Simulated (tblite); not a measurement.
Species: C₈H₇B.
InChI=1S/C8H7B/c1-2-8-5-3-4-6-9-7-8/h1,3-7,9H

Level: GFN2-xTB in tblite, geometry and Hessian alike; calculated harmonic values, unscaled, isolated species. This tight-binding method is rough: wavenumbers can miss measured ones by several per cent, in bad cases by 10 to 20. Modes of hydrogen on boron can be 10 to 20 % off.

Harmonic wavenumbers (cm⁻¹): 65.2, 132.9, 154.6, 203.5, 327.8, 346.7, 382.3, 462.9, 473.9, 549.8, 621.4, 629.0, 666.2, 696.2, 778.6, 779.1, 828.0, 868.5, 886.8, 917.6, 947.3, 976.0, 994.0, 1078.1, 1148.1, 1246.0, 1277.5, 1304.9, 1331.6, 1397.3, 1455.2, 1471.8, 1564.9, 1605.8, 2249.2, 2589.2, 2994.7, 3010.2, 3015.5, 3026.8, 3041.8, 3390.8.

A = 3752, B = 1196, C = 907.0 MHz; mass 114.064 u (most abundant isotopes); point group Cs, symmetry number 1.

Task: What is the zero-point energy?

Result: ½Σν̃ = 25944 cm⁻¹ = 310.36 kJ/mol.

Task: What is S at 500 K and 1 bar for an ideal gas of classical rigid rotors and harmonic oscillators?

Result: Translation 178.68, rotation 126.77, vibration 159.99: S = 465.4 J/(mol K).

Task: And Cp and H(500 K) − H(0)?

Result: Cp = 211.12 J/(mol K), of which vibrations give 177.86 (their classical limit is 42 R = 349.2); H(500 K) − H(0) = 60.82 kJ/mol without the zero-point energy, 44.19 from vibrations.

Task: Which modes carry the vibrational entropy at 500 K?

Result: 65.2 cm⁻¹: 22.24; 132.9 cm⁻¹: 16.36; 154.6 cm⁻¹: 15.12; 203.5 cm⁻¹: 12.88; 327.8 cm⁻¹: 9.10; 346.7 cm⁻¹: 8.67 J/(mol K); the other 36 give 75.62 together.

Task: What must be added to the electronic energy to get the Gibbs energy at 500 K and 1 bar?

Result: ZPE + [H(500 K) − H(0)] − T·S = 310.36 + 60.82 − 232.72 = 138.46 kJ/mol.

Task: Blend soft modes into free rotors: weight 1/[1 + (100 cm⁻¹/ν̃)⁴] for the oscillator and the rest for a rotor with moment μB/(μ + B), μ = h/(8π²ν), B = 10⁻⁴⁴ kg m². What vibrational entropy results?

Result: 153.26 J/(mol K) in place of 159.99, which changes −T·S at 500 K by +3.36 kJ/mol.

Hindered rotation and anharmonicity are outside this model.
